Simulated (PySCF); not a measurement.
## C₆ coefficients of unlike pairs at PBE0

Calculated with PySCF 2.14 from the dipole response of each species, C₆(A,B) = (3/π) ∫ α_A(iu) α_B(iu) du, in atomic units, from isotropic polarisabilities. For ions this is the dispersion term alone; charge-induced terms of lower order in 1/R come first.

| species | configuration | basis | relativity | α (bohr³) | C₆ (like pair) |
| --- | --- | --- | --- | --- | --- |
| Be²⁺ | 1s2 (1S) | aug-cc-pCVDZ (5s4p2d) | none | 0.03340 | 0.005270 |
| Ag³⁺ | [Kr] 4d8 (3F) | aug-cc-pVTZ-PP with ECP28MDF (6s6p5d3f2g) | core potential | 4.022 | 18.06 |
| Au³⁺ | [Xe] 4f14 5d8 (3F) | aug-cc-pVTZ-PP with ECP60MDF (6s6p5d3f2g) | core potential | 5.990 | 34.28 |
| Ru | [Kr] 4d7 5s1 (5F) | aug-cc-pVTZ-PP with ECP28MDF (6s6p5d3f2g) | core potential | 61.84 | 570.0 |

Problem. Estimate C₆ for Ru with Be²⁺.

Solution. The integral gives 0.8001. The combination rule 2 C_A C_B / (C_A α_B/α_A + C_B α_A/α_B) gives 0.5969 and the geometric mean 1.733.

No spin-orbit coupling is included.

The other pairs:

| pair | C₆ |
| --- | --- |
| Au³⁺, Ag³⁺ | 24.83 |
| Ru, Au³⁺ | 109.9 |
| Au³⁺, Be²⁺ | 0.3342 |
| Ag³⁺, Be²⁺ | 0.2516 |
| Ru, Ag³⁺ | 76.67 |
